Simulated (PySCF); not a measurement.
**Choosing a basis for TDDFT**

Species: C2H4ClF3Si.
SMILES: `FC(F)[C@@H](F)[SiH2]Cl`

TDDFT with PBE0 (PySCF), vertical singlets, core orbitals frozen in the response, spherical d and f functions. One conformer (not necessarily the lowest) at the PBE0-D3(BJ)/def2-SVP geometry, without solvent, vibrations or thermal averaging.

**Question.** How do the low singlets change with the basis? Take 6-31G*, def2-SVP, 6-31+G*, def2-SVPD, aug-cc-pVDZ and def2-TZVP.

**Answer.** 

```
      basis  functions  diffuse  S1 (eV)  S2 (eV)  S3 (eV)  S4 (eV)  S5 (eV)  LUMO (eV)  α (au)
     6-31G*        114       no     7.08     7.41     8.21     8.37     8.48      -0.07    52.3
   def2-SVP        126       no     7.31     7.55     8.28     8.55     8.64       0.15    52.9
    6-31+G*        142      yes     6.96     7.19     7.84     8.00     8.14      -0.54    60.2
  def2-SVPD        192      yes     7.06     7.27     8.00     8.19     8.30      -0.44    66.6
aug-cc-pVDZ        205      yes     6.95     7.19     7.71     7.88     8.04      -0.51    67.2
  def2-TZVP        253       no     7.11     7.37     8.04     8.34     8.41      -0.22    61.7
```

States are compared by their number. Against the largest diffuse basis here (aug-cc-pVDZ, itself not a converged limit), sets without diffuse functions differ by up to 0.36 eV in S1 and 0.60 eV in S5; the smaller diffuse sets differ by up to 0.11 and 0.26 eV. State by state, the largest deviation of a set without diffuse functions is S1 0.36, S2 0.37, S3 0.58, S4 0.67, S5 0.60 eV. The same number needn't mean the same state in each row. Against aug-cc-pVDZ the polarisability deviates by -22% in 6-31G*, -21% in def2-SVP, -10% in 6-31+G*, -1% in def2-SVPD, -8% in def2-TZVP. A single + in a Pople set puts diffuse functions on heavy atoms only.

Without π bonds the low states may be Rydberg-like; a valence basis with one diffuse set may place them up to an eV too high.
